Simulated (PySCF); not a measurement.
Compound: C₇H₇F₃O.
Z-matrix (Å and degrees, PBE0-D3(BJ)/def2-SVP geometry), rows numbered from 1:
```
C 
C   1  1.3334
C   2  1.4933  1  125.13
C   3  1.5083  2  114.34  1  -116.43
C   4  1.3425  3  123.75  2    18.67
C   4  1.4830  3  113.97  2  -162.62
O   6  1.2049  4  122.72  3     0.94
C   6  1.5501  4  119.30  3  -178.76
F   8  1.3364  6  110.76  4    60.16
F   8  1.3362  6  110.87  4   -59.48
F   8  1.3187  6  110.55  4  -179.64
H   1  1.0950  2  121.48  3     0.28
H   1  1.0931  2  121.47  3  -179.09
H   2  1.0977  1  119.08  3  -179.95
H   3  1.1039  2  110.49  1     6.42
H   3  1.1032  2  110.37  1   122.07
H   5  1.0904  4  122.71  3   179.22
H   5  1.0933  4  120.00  3    -0.42
```

Computed, not measured: PBE0-D3(BJ)/def2-SVP geometry optimisation, gas phase (PySCF 2.14.0).

Take the most abundant isotopes and a rigid rotor. The values belong to one conformer with, in the numbering `[CH2:1]=[CH:2][CH2:3][C:4](=[CH2:5])[C:6](=[O:7])[C:8]([F:9])([F:10])[F:11]`, C1–C2–C3–C4 -116°, C2–C3–C4–C5 19°, C3–C4–C6–O7 1°.

Give the principal moments of inertia and the rotational constants in MHz.

Ia = 199.98, Ib = 882.83, Ic = 975.71 u·Å²; 505379 MHz·u·Å²/I gives A = 2527, B = 572.5, C = 518.0 MHz.

What kind of rotor is it?

A near-prolate asymmetric top: κ = (2 × 572.5 − 2527 − 518.0)/(2527 − 518.0) = -0.95.

What does the inertial defect say?

Not planar: Δ = Ic − Ia − Ib = -107.11 u·Å². For a rigid frame Δ = −2 Σ m c², so Σ m c² = 53.55 u·Å² lies off the ab plane: 5.56 from hydrogen and 48.00 from heavier atoms. The atom farthest from that plane is 1.47 Å away.

Give the other two planar moments, Paa and Pbb, and the rms extents of the mass along the axes.

Paa = Σ m a² = (Ib + Ic − Ia)/2 = 829.28 and Pbb = Σ m b² = (Ia + Ic − Ib)/2 = 146.43 u·Å². With the mass M = 164.04 u, the rms extents √(P/M) along a, b and c are 2.25, 0.94, 0.57 Å.

Which types of transition are allowed, and where do some lines up to J = 3 fall?

The dipole components are |μa| = 2.22 D, |μb| = 1.84 D, |μc| = 0.03 D. Intensities carry the squares of the components, which stand as 1.00 : 0.68 : 0.00 (a : b : c). Some lines, for components of 0.1 D or more:

| type | branch | J(Ka,Kc) | MHz | lower level (cm⁻¹) |
| --- | --- | --- | --- | --- |
| a | R | 1(0,1) ← 0(0,0) | 1090 | 0.000 |
| b | Q | 1(1,0) ← 1(0,1) | 2009 | 0.036 |
| b | Q | 3(1,2) ← 3(0,3) | 2150 | 0.218 |
| b | R | 1(1,1) ← 0(0,0) | 3045 | 0.000 |
| a | R | 3(0,3) ← 2(0,2) | 3267 | 0.109 |
| a | R | 3(1,2) ← 2(1,1) | 3352 | 0.178 |
| b | R | 2(1,2) ← 1(0,1) | 4081 | 0.036 |
| b | Q | 2(2,0) ← 2(1,1) | 5865 | 0.178 |
| b | Q | 2(2,1) ← 2(1,2) | 6028 | 0.173 |
| b | R | 2(2,0) ← 1(1,1) | 8155 | 0.102 |
| b | R | 3(2,1) ← 2(1,2) | 9304 | 0.173 |
| b | Q | 3(3,1) ← 3(2,2) | 9910 | 0.483 |

Estimate the classical rotational partition function at 10 K, 100 K and 298.15 K.

Point group C1, symmetry number σ = 1; q = (√π/σ)·√((kT/h)³/(ABC)), k/h = 20836.6 MHz/K: 6160 at 10 K, 195000 at 100 K, 1000000 at 298.15 K.

PBE0-D3(BJ)/def2-SVP frequencies: not computed here. These are rigid-rotor constants of the computed structure; measured ground-state constants (B0) also hold zero-point vibration.

Hardware: 2 threads of an Intel Xeon at 2.70 GHz (shared host). Cost: 3.5 min wall, 8.3 min CPU, 0.88 GiB resident at most. This is the geometry optimisation.
